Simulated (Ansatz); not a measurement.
Cl₃Sc, SMILES `[Cl][Sc]([Cl])[Cl]`, relaxed with RKS PBE0-D4/def2-TZVP in the Gaussian-basis code of Ansatz from a PBE-D4/def2-SVP geometry. The force threshold is 0.005 eV/Å; the program also tests the step.

Total charge 0; spin multiplicity 1.

Start:

```xyz
4

Cl   -0.023    1.711    1.490
Sc    0.002    0.009   -0.012
Cl   -1.936   -0.684   -0.971
Cl    1.956   -1.037   -0.507
```

```json
{"step": "1", "energy (eV)": "-58258.5334", "largest force (eV/Å)": "0.031", "largest move (Å)": "0.000"}
{"step": "2", "energy (eV)": "-58258.5335", "largest force (eV/Å)": "0.008", "largest move (Å)": "0.003"}
{"step": "3", "energy (eV)": "-58258.5335", "largest force (eV/Å)": "0.005", "largest move (Å)": "0.004"}
{"step": "4", "energy (eV)": "-58258.5336", "largest force (eV/Å)": "0.001", "largest move (Å)": "0.008"}
```

End:

```xyz
4

Cl   -0.022    1.714    1.486
Sc    0.000    0.001   -0.001
Cl   -1.932   -0.681   -0.974
Cl    1.954   -1.034   -0.511
```

It took 11 s on 4 threads of an Arm Neoverse V2 on a shared host, with 0.46 GiB of host memory at the peak.
